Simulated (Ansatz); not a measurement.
`CC[NH][SbH2]` + `FCCl` → `[Cl][SbH2]` + `CCNCF`  (formal exchange of groups at the Sb–N bond)

Gas-phase electronic energies from Ansatz, PBE0-D4/def2-TZVP geometries. CCSD(T)/CBS adds triple-zeta CCSD(T) − MP2 to the extrapolated MP2 energy (def2 sets, frozen cores). This one scheme is used for every species. DFT in def2-TZVPP. def2 core potentials past Kr. For Sb outer-core shells are correlated without core-valence functions, which leaves a few kJ/mol of doubt a bond. Each species was taken in one conformer, which may not be the lowest.

`CC[NH][SbH2]`:

Cartesian coordinates in Å:
```
C 1.130 0.786 -1.096
C 0.253 -0.180 -0.323
N -0.549 0.520 0.665
Sb -1.744 -0.545 1.909
H 1.778 1.343 -0.418
H 0.522 1.506 -1.653
H 1.754 0.253 -1.817
H 0.881 -0.901 0.210
H -0.357 -0.769 -1.028
H -1.063 1.285 0.244
H -2.162 -1.810 0.810
H -0.442 -1.488 2.496
```

`FCCl`:

```xyz
5

F    -1.267    0.181   -0.454
C     0.013   -0.088   -0.102
Cl    0.476    0.857    1.317
H     0.677    0.192   -0.919
H     0.100   -1.142    0.158
```

`[Cl][SbH2]`:

Z-matrix (Å, degrees):
```
Sb
Cl 1 2.356
H 1 1.713 2 94.4
H 1 1.712 2 94.4 3 90.7
```

`CCNCF`:

Z-matrix (Å, degrees):
```
C
C 1 1.516
H 1 1.092 2 112.0
H 1 1.092 2 110.7 3 121.0
H 1 1.092 2 110.0 3 -119.0
N 2 1.458 1 112.4 3 -66.5
H 2 1.093 1 109.1 3 175.4
H 2 1.098 1 109.7 3 58.6
C 6 1.398 2 117.5 1 67.0
H 6 1.010 2 111.5 1 -162.7
F 9 1.412 6 113.6 2 61.6
H 9 1.091 6 111.0 2 -57.2
H 9 1.092 6 110.0 2 -179.6
```

| level | ΔE (kJ/mol) | difference from CCSD(T)/CBS |
| --- | --- | --- |
| r2SCAN-D4 | -115.4 | -5.4 |
| PBE | -113.1 | -3.1 |
| PBE0 | -117.6 | -7.6 |
| MP2/def2-TZVPP | -103.3 | 6.7 |
| SCS-MP2/def2-TZVPP | -104.7 | 5.3 |
| MP2/def2-QZVPP | -106.0 | 4.0 |
| SCS-MP2/def2-QZVPP | -107.4 | 2.6 |
| HF/CBS(def2) | -128.7 | -18.7 |
| MP2/CBS(def2) | -107.6 | 2.4 |
| CCSD/CBS(def2) | -113.8 | -3.8 |
| CCSD(T)/CBS | -110.0 | 0 |

Largest T1 diagnostic among the species: 0.013.

From PBE to PBE0 (25 % exact exchange), in def2-TZVPP and without D4, ΔE moves by −4.5 kJ/mol. In def2-TZVPP, CCSD(T) changes the Hartree–Fock value by +22.2 kJ/mol (the triples alone add +3.8 kJ/mol) and MP2 by +24.6 kJ/mol.
